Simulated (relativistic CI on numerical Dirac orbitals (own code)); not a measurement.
d2 in a ligand field

Computed with a parametric ligand-field model of a d^n configuration (Racah B and C, spin-orbit zeta, crystal field), exact diagonalisation.

Field parameters in Wybourne normalisation: Oh B⁴₀ = 21Dq, B⁴₄ = √(5/14) B⁴₀; Td as Oh with Dq negative (B⁴₀ = 21Dq, B⁴₄ = √(5/14) B⁴₀). The field is a parameter set, without covalency.

(1) A d2 ion in Oh symmetry has the ground term 3T1 and bands at 1T2 9802 cm⁻¹ (1020 nm), 1E 9939 cm⁻¹ (1006 nm), 3T2 21754 cm⁻¹ (460 nm), 1A1 22108 cm⁻¹ (452 nm), 3T1 31008 cm⁻¹ (322 nm), 3A2 45054 cm⁻¹ (222 nm). Which parameters reproduce them?

(2) A d2 ion in Oh symmetry has the ground term 3T1 and bands at 1T2 5207 cm⁻¹ (1920 nm), 1E 5264 cm⁻¹ (1900 nm), 3T2 11169 cm⁻¹ (895 nm), 1A1 11639 cm⁻¹ (859 nm), 3T1 15388 cm⁻¹ (650 nm), 3A2 23069 cm⁻¹ (433 nm). Which parameters reproduce them?

(3) Ground term and bands for B = 380, C = 1610, ζ = 0 cm⁻¹, Td, 10Dq = -8150 cm⁻¹?

(4) A d2 ion in Oh symmetry has the ground term 3T1 and bands at 1T2 7894 cm⁻¹ (1267 nm), 1E 7962 cm⁻¹ (1256 nm), 1A1 18018 cm⁻¹ (555 nm), 3T2 21280 cm⁻¹ (470 nm), 3T1 27610 cm⁻¹ (362 nm), 3A2 43730 cm⁻¹ (229 nm). Which parameters reproduce them?

(5) Ground term and bands for B = 930, C = 3400, ζ = 0 cm⁻¹, Oh, 10Dq = 4200 cm⁻¹?

Answers

(1) B = 720, C = 2570, ζ = 0 cm⁻¹, Oh, 10Dq = 23300 cm⁻¹.

(2) B = 330, C = 1540, ζ = 0 cm⁻¹, Oh, 10Dq = 11900 cm⁻¹.

(3) Ground term 3A2 with 2.00 electrons in the two orbitals of the cubic e set. Spin-allowed: 3T2 8150 cm⁻¹ (1227 nm), 3T1 11790 cm⁻¹ (848 nm), 3T1 18360 cm⁻¹ (545 nm). Lowest spin-forbidden: 1E 6157 cm⁻¹ (1624 nm), 1A1 10862 cm⁻¹ (921 nm), 1T2 14211 cm⁻¹ (704 nm). With an A2 ground term the first spin-allowed band lies at |10Dq| itself.

(4) B = 500, C = 2350, ζ = 0 cm⁻¹, Oh, 10Dq = 22450 cm⁻¹.

(5) Ground term 3T1 with 0.13 electrons in the two orbitals of the cubic e set. Spin-allowed: 3T2 3530 cm⁻¹ (2833 nm), 3A2 7730 cm⁻¹ (1294 nm), 3T1 16809 cm⁻¹ (595 nm). Lowest spin-forbidden: 1T2 12522 cm⁻¹ (799 nm), 1E 13302 cm⁻¹ (752 nm), 1T2 19747 cm⁻¹ (506 nm).
